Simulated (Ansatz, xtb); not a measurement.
Spectroscopic constants of CoS, multiplicity 4 (the spin of the measured ground state). No spin–orbit coupling. Co is treated without relativity.

Seven points along R, fitted to fifth degree in 1/R; most abundant isotopes. Runs in def2 and cc sets follow the lowest solution found near the PBE0 minimum.

The values were computed with Ansatz (a first-principles code); xtb for the GFN methods. Values without a source in brackets are computed. The GFN methods have no spin term and hold the electronic entropy of 300 K.

**Question.** What bond length and harmonic frequency does GFN1-xTB give?

**Answer.** r_e = 1.963 Å, ω_e = 601 cm⁻¹.

**Question.** What bond length and harmonic frequency does GFN2-xTB give?

**Answer.** r_e = 1.993 Å, ω_e = 496 cm⁻¹.

**Question.** What bond length and harmonic frequency does PBE0/def2-TZVPP give, and what D_e (from each atom's lowest state at the same level)?

**Answer.** r_e = 1.972 Å, ω_e = 536 cm⁻¹, D_e = 3.40 eV.

Measured for the ground state: D_0 3.467 ± 0.005 eV [Morse and co-workers].
